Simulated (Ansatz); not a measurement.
Two members of one family (Same ligands, another metal), computed with Ansatz in the gas phase; def2 core potentials for Ag, no spin–orbit coupling. The two geometries come from different levels. Names give formal oxidation states. The structures are stationary points that may keep the symmetry of their start.

First: [Cu(NH3)2]+ (singlet, charge 1, PBE0-D4/def2-TZVP geometry).

```xyz
9

Cu    0.000    0.000    0.000
N     0.508   -1.642    0.865
H     1.477   -1.631    1.173
H     0.408   -2.447    0.251
H    -0.058   -1.833    1.689
N    -0.508    1.642   -0.865
H    -0.465    2.438   -0.233
H    -1.457    1.609   -1.227
H     0.096    1.864   -1.653
```

| level | HOMO (eV) | LUMO (eV) | gap (eV) |
| --- | --- | --- | --- |
| PBE-D4/def2-SVP | -9.99 | -5.48 | 4.50 |
| B97M-V/def2-TZVP | -10.43 | -5.64 | 4.79 |
| r2SCANh-D4/def2-TZVP | -10.95 | -4.93 | 6.02 |
| PBE0-D4/def2-SVP | -11.51 | -4.61 | 6.90 |
| PBE0-D4/def2-TZVP | -11.81 | -4.81 | 7.00 |

Metal–donor distances: 2 × N 1.92 Å.

Second: [Ag(NH3)2]+ (singlet, charge 1, PBE-D4/def2-TZVP geometry).

```xyz
9

Ag    0.000    0.000    0.000
N    -1.299    1.676    0.099
H    -2.224    1.462   -0.286
H    -0.930    2.473   -0.429
H    -1.438    1.991    1.064
N     1.299   -1.676   -0.099
H     0.963   -2.451    0.481
H     2.242   -1.443    0.226
H     1.388   -2.031   -1.055
```

Estimate the same table for the second.


```json
{"level": "PBE-D4/def2-SVP", "HOMO (eV)": "-10.93", "LUMO (eV)": "-5.79", "gap (eV)": "5.14"}
{"level": "B97M-V/def2-TZVP", "HOMO (eV)": "-11.14", "LUMO (eV)": "-5.85", "gap (eV)": "5.29"}
{"level": "r2SCANh-D4/def2-TZVP", "HOMO (eV)": "-11.68", "LUMO (eV)": "-5.23", "gap (eV)": "6.45"}
{"level": "PBE0-D4/def2-SVP", "HOMO (eV)": "-12.31", "LUMO (eV)": "-4.87", "gap (eV)": "7.44"}
{"level": "PBE0-D4/def2-TZVP", "HOMO (eV)": "-12.34", "LUMO (eV)": "-5.04", "gap (eV)": "7.30"}
```

Metal–donor distances: 2 × N 2.12 Å.
